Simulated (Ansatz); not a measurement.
`[OH][In]([F])[F]` and `[F][In]([F])[O][SiH3]` differ in one atom or group.

Ansatz, PBE0-D4/def2-TZVP geometries, multiplicity 1. Each molecule was computed in one conformer, which needn't be the lowest.

Elements past krypton have def2 core potentials.

```csv
property,`[OH][In]([F])[F]`
size of the dipole moment (PBE/def2-TZVPP) / D,2.14
LUMO energy (PBE0/def2-TZVPP) / eV,-2.84
zero-point energy (PBE0-D4/def2-TZVP) / kJ/mol,43.5
HOMO energy (PBE/def2-TZVPP) / eV,-7.93
HOMO–LUMO gap (ωB97M-V/def2-TZVPP) / eV,11.29
LUMO energy (B3LYP/def2-TZVPP) / eV,-3.24
```

Question: Give the same properties after the change, and the shifts. (Best estimate.)

Answer: Computed: 
| property | `[F][In]([F])[O][SiH3]` | shift |
| --- | --- | --- |
| size of the dipole moment (PBE/def2-TZVPP) / D | 1.35 | -0.79 |
| LUMO energy (PBE0/def2-TZVPP) / eV | -3.05 | -0.21 |
| zero-point energy (PBE0-D4/def2-TZVP) / kJ/mol | 85.2 | 41.7 |
| HOMO energy (PBE/def2-TZVPP) / eV | -7.61 | 0.32 |
| HOMO–LUMO gap (ωB97M-V/def2-TZVPP) / eV | 10.28 | -1.01 |
| LUMO energy (B3LYP/def2-TZVPP) / eV | -3.42 | -0.18 |

With PBE0 the HOMO rises by 0.61 eV and the LUMO falls by 0.21 eV, so the gap narrows by about 0.82 eV. PBE moves the HOMO by 0.32 eV and ωB97M-V by 0.80 eV. The zero-point energy changes by 41.7 kJ/mol with +9 modes. Dipoles are sizes alone; their direction can turn.

B3LYP here is the variant with VWN-RPA as its local correlation; programs differ in this.
